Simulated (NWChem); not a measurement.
System: SiNH5O; SMILES N[SiH2]O

NWChem input:

```
start job
memory heap 200 mb stack 900 mb global 1100 mb
geometry units angstroms noautoz
  Si    -0.469113     0.031487    -0.000660
  N      0.411711    -1.439525     0.004138
  O      0.541997     1.362221     0.006839
  H     -1.334949     0.083329     1.218264
  H     -1.310345     0.017823    -1.235100
  H      0.822933    -1.778107    -0.858144
  H      0.987138    -1.689388     0.800595
  H      0.144439     2.207923     0.233372
end
basis spherical
  Si library def2-tzvpp
  N library def2-tzvpp
  O library def2-tzvpp
  H library def2-tzvpp
end
dft
  xc xtpss03 ctpss03
  iterations 150
  semidirect filesize 400000000
  mulliken
end
task dft energy
```

Parts of the log:

```
             Northwest Computational Chemistry Package (NWChem) 7.3.0
             --------------------------------------------------------

 C1  symmetry detected

                             Geometry "geometry" -> ""
                             -------------------------

 Output coordinates in angstroms (scale by  1.889725989 to convert to a.u.)

  No.       Tag          Charge          X              Y              Z
 ---- ---------------- ---------- -------------- -------------- --------------
    1 Si                  14.0000    -0.46805251     0.02727913    -0.00125369
    2 N                    7.0000     0.41636392    -1.44154207     0.00979662
    3 O                    8.0000     0.53978878     1.36029931    -0.02503998
    4 H                    1.0000    -1.31668555     0.09271343     1.22906156
    5 H                    1.0000    -1.32662484    -0.00406571    -1.22337117
    6 H                    1.0000     0.81617908    -1.79017236    -0.85384469
    7 H                    1.0000     1.00361124    -1.67990129     0.80113534
    8 H                    1.0000     0.14339746     2.20791816     0.19631410

 Effective nuclear repulsion energy (a.u.)     118.9461316282

                                 NWChem DFT Module
                                 -----------------

 Summary of "ao basis" -> "ao basis" (spherical)
 ------------------------------------------------------------------------------
       Tag                 Description            Shells   Functions and Types
 ---------------- ------------------------------  ------  ---------------------
 Si                        def2-tzvpp               14       42   5s5p3d1f
 N                         def2-tzvpp               11       31   5s3p2d1f
 O                         def2-tzvpp               11       31   5s3p2d1f
 H                         def2-tzvpp                6       14   3s2p1d

            General Information
            -------------------
          SCF calculation type: DFT
          Wavefunction type:  closed shell.
          No. of atoms     :     8
          No. of electrons :    34
           Alpha electrons :    17
            Beta electrons :    17
          Charge           :     0
          Spin multiplicity:     1
          Use of symmetry is: off; symmetry adaption is: off
          Maximum number of iterations: 150
          AO basis - number of functions:   174
                     number of shells:    66
          Convergence on energy requested:  1.00D-06
          Convergence on density requested:  1.00D-05
          Convergence on gradient requested:  5.00D-04

              XC Information
              --------------
                  TPSS metaGGA Exchange Functional  1.000
             TPSS03 metaGGA Correlation Functional  1.000

             Grid Information
             ----------------
          Grid used for XC integration:  medium
          Radial quadrature: Mura-Knowles
          Angular quadrature: Lebedev.
          Tag              B.-S. Rad. Rad. Pts. Rad. Cut. Ang. Pts.
          ---              ---------- --------- --------- ---------
          Si                  1.10       88           9.0       590
          N                   0.65       49          11.0       434
          O                   0.60       49          10.0       434
          H                   0.35       45          11.0       434
          Grid pruning is: on
          Number of quadrature shells:   411
          Spatial weights used:  Erf1

      Superposition of Atomic Density Guess
      -------------------------------------

 Sum of atomic energies:        -420.43031557

      Non-variational initial energy
      ------------------------------

 Total energy =    -421.574019
 1-e energy   =    -815.644608
 2-e energy   =     275.124457
 HOMO         =      -0.374138
 LUMO         =       0.042598

------------------------------------------------------------
EAF file 0: "./job.aoints.0" size=469237760 bytes
------------------------------------------------------------
               write      read    awrite     aread      wait
               -----      ----    ------     -----      ----
     calls:      895         0         0         0         0
   data(b): 4.69e+08  0.00e+00  0.00e+00  0.00e+00
   time(s): 0.00e+00  0.00e+00  0.00e+00  0.00e+00  0.00e+00
rate(mb/s): 0.00e+00  0.00e+00
------------------------------------------------------------

     ---------------------------------------------
      Total Density - Mulliken Population Analysis
     ---------------------------------------------

    Atom       Charge   Shell Charges
 -----------   ------   -------------------------------------------------------
    1 Si  14    13.13   2.00  0.59  1.39  0.81  0.37  4.11  1.73  0.49  0.97  0.28  0.01  0.17  0.16  0.05
    2 N    7     7.81   0.82  1.16  0.57  0.80  0.17  1.63  1.87  0.78  0.00  0.01  0.00
    3 O    8     8.77   0.79  1.18  0.60  0.93  0.24  2.03  2.17  0.82  0.00  0.01  0.00
    4 H    1     1.09   0.23  0.55  0.30  0.00  0.01  0.00
    5 H    1     1.10   0.23  0.55  0.30  0.00  0.01  0.00
    6 H    1     0.73   0.22  0.36  0.09  0.02  0.04  0.01
    7 H    1     0.73   0.22  0.36  0.09  0.02  0.04  0.01
    8 H    1     0.64   0.20  0.31  0.06  0.02  0.05  0.01

[...]
```

Level: TPSS/def2-TZVPP. Structure relaxed at the PBE0/def2-SVP level.
